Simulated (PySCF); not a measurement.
Molfile (atoms numbered from 1):
```
C4H8BFO2
     RDKit          3D

 16 16  0  0  0  0  0  0  0  0999 V2000
    2.1655    0.3022   -0.4110 C   0  0  0  0  0  0  0  0  0  0  0  0
    0.8682    0.7392    0.2475 C   0  0  0  0  0  0  0  0  0  0  0  0
   -0.1594   -0.3698    0.2998 C   0  0  2  0  0  0  0  0  0  0  0  0
   -0.4953   -0.8321   -1.0091 O   0  0  0  0  0  0  0  0  0  0  0  0
   -1.8428   -0.9648   -1.0675 B   0  0  0  0  0  0  0  0  0  0  0  0
   -2.4703   -0.5645    0.0880 O   0  0  0  0  0  0  0  0  0  0  0  0
   -1.5180    0.0200    0.9141 C   0  0  2  0  0  0  0  0  0  0  0  0
   -1.6998    1.3725    0.9042 F   0  0  0  0  0  0  0  0  0  0  0  0
    2.8846    1.1329   -0.4571 H   0  0  0  0  0  0  0  0  0  0  0  0
    2.6415   -0.5227    0.1432 H   0  0  0  0  0  0  0  0  0  0  0  0
    1.9809   -0.0482   -1.4367 H   0  0  0  0  0  0  0  0  0  0  0  0
    1.0522    1.0826    1.2792 H   0  0  0  0  0  0  0  0  0  0  0  0
    0.4259    1.5936   -0.2875 H   0  0  0  0  0  0  0  0  0  0  0  0
    0.2490   -1.2311    0.8591 H   0  0  0  0  0  0  0  0  0  0  0  0
   -2.4341   -1.4006   -2.0141 H   0  0  0  0  0  0  0  0  0  0  0  0
   -1.6553   -0.3185    1.9530 H   0  0  0  0  0  0  0  0  0  0  0  0
  1  2  1  0
  2  3  1  0
  3  4  1  0
  4  5  1  0
  5  6  1  0
  6  7  1  0
  7  8  1  0
  7  3  1  0
  1  9  1  0
  1 10  1  0
  1 11  1  0
  2 12  1  0
  2 13  1  0
  3 14  1  1
  5 15  1  0
  7 16  1  1
M  END
```

Geometry: PBE0-D3(BJ)/def2-SVP; GIAO shifts from PySCF 2.14.0 with density-fitted response routines, gas phase, non-relativistic, averaged over equivalent atoms.

At PBE0/pcSseg-1 (176 basis functions, 22 s wall time on 1 thread of an Arm Neoverse V1, shared host):
| atoms | δ (ppm) |
| --- | --- |
| C7 | 111.7 |
| C3 | 84.2 |
| C2 | 24.5 |
| C1 | 12.6 |
| O6 | 196.7 |
| O4 | 163.7 |
| B5 | 28.7 |
| F8 | -150.3 |
| H16 | 5.84 |
| H15 | 4.36 |
| H14 | 3.85 |
| H13 | 1.64 |
| H12 | 1.38 |
| H9/H10/H11 | 1.21 |

References, each an isolated molecule treated in the same way: 13C (σ = 184.41 ppm), 1H (σ = 31.27 ppm) vs TMS; 17O (σ = 334.56 ppm) vs H2O; 11B (σ = 100.73 ppm) vs BF3·OEt2; 19F (σ = 177.25 ppm) vs CFCl3.

Q: What do these become at KT2/pcSseg-1?

A: 
```csv
atoms,δ at KT2/pcSseg-1,change
C7,112.0,+0.3
C3,85.0,+0.8
C2,25.5,+1.0
C1,13.1,+0.5
O6,204.2,+7.5
O4,169.9,+6.2
B5,24.9,-3.8
F8,-171.2,-20.9
H16,6.00,+0.16
H15,4.36,+0.00
H14,3.89,+0.04
H13,1.64,+0.00
H12,1.48,+0.10
H9/H10/H11,1.21,+0.00
```

Scale: TMS for 13C (183.22 ppm) and 1H (31.18 ppm); 17O (330.66 ppm) against H2O; 11B (99.90 ppm) against BF3·OEt2; 19F (138.57 ppm) against CFCl3 (reference shieldings calculated alike).

The largest change is at F8 (fluorine on an sp3 carbon). Cost: 176 basis functions, 33 s wall time on 1 thread of an Arm Neoverse V1, shared host. The order of the carbon signals is the same at both levels.

Unscaled 19F shifts against computed CFCl3 carry errors that often reach 10 to 50 ppm. Experimental scales use liquid or dissolved standards, which lie at an offset from isolated H2O (liquid H2O: subtract about 36 ppm).
